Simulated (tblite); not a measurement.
Record of a relaxation.

Species: C6H3BrO3.
Numbering: `[O:1]=[CH:2][c:3]1[cH:4][o:5][c:6]([C:7](=[O:8])[Br:9])[cH:10]1` (hydrogens: H11 on C2; H12 on C4; H13 on C10)

Computed with GFN2-xTB (tblite), gas phase: L-BFGS steps from a force-field or distance-geometry start until the largest atomic force falls under 0.01 eV/Å. 6 of its 26 geometries are shown.

Step 0: E = -833.0133 eV, largest atomic force 3.309 eV/Å
```
atom  x, y, z in Å  |  force x, y, z in eV/Å
O1     -3.418   -0.244    0.249    0.645   0.212   0.341
C2     -2.388    0.019    0.830   -0.901  -0.241   0.025
C3     -1.071   -0.042    0.221    0.012   0.026  -0.459
C4     -0.838   -0.368   -1.104    1.463  -0.108  -0.232
O5      0.490   -0.332   -1.361   -0.996   0.072   0.218
C6      1.127    0.043   -0.221   -0.325  -0.113  -0.202
C7      2.567    0.182   -0.199    1.579   0.859   2.778
O8      3.237    0.512    0.784   -1.809  -0.713  -2.077
Br9     3.555   -0.175   -1.799   -0.315  -0.114  -0.339
C10     0.192    0.232    0.788    0.663   0.157   0.342
H11    -2.392    0.304    1.903    0.054   0.015  -0.135
H12    -1.482   -0.663   -1.919    0.067   0.113   0.272
H13     0.417    0.533    1.809   -0.139  -0.164  -0.532
```

Step 5: E = -833.1717 eV, largest atomic force 0.366 eV/Å
```
atom  x, y, z in Å  |  force x, y, z in eV/Å
O1     -3.416   -0.239    0.254    0.265   0.040   0.133
C2     -2.389    0.010    0.833   -0.197   0.003  -0.154
C3     -1.063   -0.035    0.209    0.005  -0.076  -0.021
C4     -0.796   -0.377   -1.104    0.019   0.031  -0.092
O5      0.495   -0.327   -1.367    0.018  -0.032   0.025
C6      1.128    0.039   -0.229    0.015   0.031   0.043
C7      2.560    0.193   -0.146   -0.045  -0.081  -0.312
O8      3.200    0.513    0.796    0.112   0.097   0.335
Br9     3.516   -0.188   -1.835   -0.283  -0.009   0.064
C10     0.203    0.232    0.779    0.005   0.025   0.042
H11    -2.385    0.306    1.898    0.081  -0.019  -0.029
H12    -1.470   -0.652   -1.891   -0.040  -0.027  -0.079
H13     0.413    0.526    1.786    0.044   0.017   0.045
```

Step 10: E = -833.1861 eV, largest atomic force 0.117 eV/Å
```
atom  x, y, z in Å  |  force x, y, z in eV/Å
O1     -3.408   -0.239    0.257    0.004   0.010  -0.008
C2     -2.380    0.012    0.825    0.005  -0.032   0.013
C3     -1.057   -0.042    0.201   -0.025   0.037  -0.002
C4     -0.789   -0.376   -1.115    0.012  -0.022   0.020
O5      0.505   -0.329   -1.365   -0.007   0.021  -0.002
C6      1.130    0.043   -0.222   -0.050  -0.012   0.013
C7      2.560    0.196   -0.139   -0.114  -0.009   0.010
O8      3.191    0.516    0.815    0.116   0.012   0.002
Br9     3.450   -0.193   -1.833    0.005  -0.008  -0.032
C10     0.204    0.233    0.780   -0.046  -0.008   0.032
H11    -2.364    0.305    1.891    0.048   0.010  -0.017
H12    -1.468   -0.653   -1.900    0.072   0.002  -0.020
H13     0.419    0.527    1.788   -0.021   0.000  -0.009
```

Step 15: E = -833.1890 eV, largest atomic force 0.100 eV/Å
```
atom  x, y, z in Å  |  force x, y, z in eV/Å
O1     -3.409   -0.238    0.257   -0.062  -0.005   0.026
C2     -2.380    0.010    0.824   -0.001   0.018  -0.007
C3     -1.062   -0.041    0.198    0.041  -0.019   0.000
C4     -0.785   -0.378   -1.115   -0.006   0.016  -0.011
O5      0.508   -0.325   -1.360    0.036  -0.005   0.026
C6      1.125    0.044   -0.213    0.044   0.014   0.012
C7      2.555    0.196   -0.133    0.066   0.019   0.043
O8      3.205    0.516    0.809   -0.050  -0.029  -0.081
Br9     3.433   -0.196   -1.840   -0.019  -0.003  -0.007
C10     0.194    0.233    0.786    0.036   0.006  -0.015
H11    -2.348    0.306    1.889   -0.031  -0.005   0.015
H12    -1.451   -0.655   -1.910   -0.003  -0.011  -0.031
H13     0.412    0.529    1.791   -0.051   0.002   0.030
```

Step 20: E = -833.1909 eV, largest atomic force 0.038 eV/Å
```
atom  x, y, z in Å  |  force x, y, z in eV/Å
O1     -3.419   -0.237    0.268    0.031   0.004  -0.003
C2     -2.383    0.010    0.823    0.008  -0.004   0.008
C3     -1.063   -0.043    0.194   -0.016   0.007  -0.007
C4     -0.779   -0.376   -1.119    0.007  -0.009  -0.002
O5      0.517   -0.324   -1.352   -0.006   0.000  -0.010
C6      1.128    0.047   -0.203   -0.006  -0.002  -0.002
C7      2.558    0.196   -0.133   -0.003  -0.002  -0.019
O8      3.218    0.515    0.800    0.031   0.007   0.021
Br9     3.416   -0.201   -1.851   -0.006   0.000   0.003
C10     0.190    0.234    0.790   -0.015  -0.003   0.001
H11    -2.345    0.306    1.888   -0.012   0.002   0.003
H12    -1.433   -0.657   -1.923    0.000   0.006   0.016
H13     0.391    0.529    1.800   -0.015  -0.004  -0.009
```

Step 25: E = -833.1911 eV, largest atomic force 0.006 eV/Å
```
atom  x, y, z in Å  |  force x, y, z in eV/Å
O1     -3.417   -0.237    0.267   -0.001  -0.002  -0.005
C2     -2.382    0.010    0.824   -0.001   0.000  -0.003
C3     -1.063   -0.043    0.194    0.004   0.000   0.004
C4     -0.778   -0.377   -1.119   -0.001   0.002   0.002
O5      0.517   -0.323   -1.352    0.000  -0.001   0.000
C6      1.128    0.047   -0.202    0.000   0.000  -0.001
C7      2.559    0.197   -0.133   -0.003  -0.001   0.002
O8      3.221    0.514    0.800    0.001   0.000  -0.002
Br9     3.414   -0.201   -1.852    0.000  -0.001  -0.005
C10     0.189    0.234    0.789    0.004   0.002   0.003
H11    -2.347    0.306    1.889    0.000  -0.001  -0.003
H12    -1.433   -0.657   -1.922   -0.003   0.000   0.002
H13     0.386    0.529    1.800   -0.001   0.002   0.006
```

Problem. Summarise the path.

Solution. The energy falls by 0.1778 eV from step 0 to step 25; nine tenths of that is first reached at step 6. It falls at every step. The largest force goes from 3.309 to 0.006 eV/Å. Among the bonds C7=O8 changes most, from 1.235 to 1.187 Å; the atoms move by 0.056 Å rms after alignment.

Problem. Follow the three bonds and two angles with the largest change from start to end.

Solution. 
```json
{"step": "0", "E above end (eV)": "0.1778", "largest force (eV/Å)": "3.309", "C7=O8 (Å)": "1.235", "C7–Br9 (Å)": "1.914", "C4–O5 (Å)": "1.353", "C6–C7–Br9 (°)": "118.9", "O8–C7–Br9 (°)": "115.8"}
{"step": "1", "E above end (eV)": "0.1445", "largest force (eV/Å)": "3.973", "C7=O8 (Å)": "1.148", "C7–Br9 (Å)": "1.940", "C4–O5 (Å)": "1.317", "C6–C7–Br9 (°)": "115.8", "O8–C7–Br9 (°)": "117.2"}
{"step": "2", "E above end (eV)": "0.0532", "largest force (eV/Å)": "0.674", "C7=O8 (Å)": "1.196", "C7–Br9 (Å)": "1.938", "C4–O5 (Å)": "1.317", "C6–C7–Br9 (°)": "117.0", "O8–C7–Br9 (°)": "116.5"}
{"step": "3", "E above end (eV)": "0.0422", "largest force (eV/Å)": "0.392", "C7=O8 (Å)": "1.191", "C7–Br9 (Å)": "1.946", "C4–O5 (Å)": "1.321", "C6–C7–Br9 (°)": "116.5", "O8–C7–Br9 (°)": "116.7"}
{"step": "4", "E above end (eV)": "0.0246", "largest force (eV/Å)": "0.477", "C7=O8 (Å)": "1.183", "C7–Br9 (Å)": "1.971", "C4–O5 (Å)": "1.321", "C6–C7–Br9 (°)": "114.9", "O8–C7–Br9 (°)": "117.4"}
{"step": "5", "E above end (eV)": "0.0194", "largest force (eV/Å)": "0.366", "C7=O8 (Å)": "1.183", "C7–Br9 (Å)": "1.978", "C4–O5 (Å)": "1.318", "C6–C7–Br9 (°)": "114.2", "O8–C7–Br9 (°)": "118.1"}
{"step": "7", "E above end (eV)": "0.0111", "largest force (eV/Å)": "0.221", "C7=O8 (Å)": "1.190", "C7–Br9 (Å)": "1.970", "C4–O5 (Å)": "1.317", "C6–C7–Br9 (°)": "113.4", "O8–C7–Br9 (°)": "119.5"}
{"step": "8", "E above end (eV)": "0.0081", "largest force (eV/Å)": "0.244", "C7=O8 (Å)": "1.190", "C7–Br9 (Å)": "1.961", "C4–O5 (Å)": "1.318", "C6–C7–Br9 (°)": "112.9", "O8–C7–Br9 (°)": "120.3"}
{"step": "9", "E above end (eV)": "0.0063", "largest force (eV/Å)": "0.157", "C7=O8 (Å)": "1.189", "C7–Br9 (Å)": "1.955", "C4–O5 (Å)": "1.319", "C6–C7–Br9 (°)": "112.6", "O8–C7–Br9 (°)": "120.6"}
{"step": "10", "E above end (eV)": "0.0050", "largest force (eV/Å)": "0.117", "C7=O8 (Å)": "1.187", "C7–Br9 (Å)": "1.953", "C4–O5 (Å)": "1.319", "C6–C7–Br9 (°)": "112.4", "O8–C7–Br9 (°)": "120.6"}
{"step": "11", "E above end (eV)": "0.0040", "largest force (eV/Å)": "0.122", "C7=O8 (Å)": "1.186", "C7–Br9 (Å)": "1.954", "C4–O5 (Å)": "1.319", "C6–C7–Br9 (°)": "112.2", "O8–C7–Br9 (°)": "120.3"}
{"step": "12", "E above end (eV)": "0.0034", "largest force (eV/Å)": "0.068", "C7=O8 (Å)": "1.187", "C7–Br9 (Å)": "1.956", "C4–O5 (Å)": "1.319", "C6–C7–Br9 (°)": "112.1", "O8–C7–Br9 (°)": "120.0"}
{"step": "13", "E above end (eV)": "0.0030", "largest force (eV/Å)": "0.068", "C7=O8 (Å)": "1.187", "C7–Br9 (Å)": "1.957", "C4–O5 (Å)": "1.318", "C6–C7–Br9 (°)": "112.1", "O8–C7–Br9 (°)": "119.9"}
{"step": "14", "E above end (eV)": "0.0026", "largest force (eV/Å)": "0.077", "C7=O8 (Å)": "1.188", "C7–Br9 (Å)": "1.959", "C4–O5 (Å)": "1.318", "C6–C7–Br9 (°)": "112.1", "O8–C7–Br9 (°)": "119.9"}
{"step": "15", "E above end (eV)": "0.0020", "largest force (eV/Å)": "0.100", "C7=O8 (Å)": "1.188", "C7–Br9 (Å)": "1.960", "C4–O5 (Å)": "1.317", "C6–C7–Br9 (°)": "112.0", "O8–C7–Br9 (°)": "120.0"}
{"step": "16", "E above end (eV)": "0.0014", "largest force (eV/Å)": "0.087", "C7=O8 (Å)": "1.188", "C7–Br9 (Å)": "1.960", "C4–O5 (Å)": "1.317", "C6–C7–Br9 (°)": "112.0", "O8–C7–Br9 (°)": "120.1"}
{"step": "17", "E above end (eV)": "0.0009", "largest force (eV/Å)": "0.055", "C7=O8 (Å)": "1.187", "C7–Br9 (Å)": "1.961", "C4–O5 (Å)": "1.317", "C6–C7–Br9 (°)": "111.9", "O8–C7–Br9 (°)": "120.2"}
{"step": "18", "E above end (eV)": "0.0005", "largest force (eV/Å)": "0.048", "C7=O8 (Å)": "1.187", "C7–Br9 (Å)": "1.961", "C4–O5 (Å)": "1.318", "C6–C7–Br9 (°)": "111.9", "O8–C7–Br9 (°)": "120.2"}
{"step": "20", "E above end (eV)": "0.0001", "largest force (eV/Å)": "0.038", "C7=O8 (Å)": "1.186", "C7–Br9 (Å)": "1.961", "C4–O5 (Å)": "1.318", "C6–C7–Br9 (°)": "111.8", "O8–C7–Br9 (°)": "120.0"}
{"step": "21", "E above end (eV)": "0.0001", "largest force (eV/Å)": "0.023", "C7=O8 (Å)": "1.187", "C7–Br9 (Å)": "1.961", "C4–O5 (Å)": "1.318", "C6–C7–Br9 (°)": "111.7", "O8–C7–Br9 (°)": "120.0"}
{"step": "22", "E above end (eV)": "0.0000", "largest force (eV/Å)": "0.018", "C7=O8 (Å)": "1.187", "C7–Br9 (Å)": "1.961", "C4–O5 (Å)": "1.317", "C6–C7–Br9 (°)": "111.7", "O8–C7–Br9 (°)": "120.0"}
{"step": "23", "E above end (eV)": "0.0000", "largest force (eV/Å)": "0.015", "C7=O8 (Å)": "1.187", "C7–Br9 (Å)": "1.961", "C4–O5 (Å)": "1.318", "C6–C7–Br9 (°)": "111.7", "O8–C7–Br9 (°)": "120.0"}
{"step": "24", "E above end (eV)": "0.0000", "largest force (eV/Å)": "0.010", "C7=O8 (Å)": "1.187", "C7–Br9 (Å)": "1.960", "C4–O5 (Å)": "1.317", "C6–C7–Br9 (°)": "111.7", "O8–C7–Br9 (°)": "120.0"}
{"step": "25", "E above end (eV)": "0.0000", "largest force (eV/Å)": "0.006", "C7=O8 (Å)": "1.187", "C7–Br9 (Å)": "1.960", "C4–O5 (Å)": "1.318", "C6–C7–Br9 (°)": "111.7", "O8–C7–Br9 (°)": "120.0"}
```
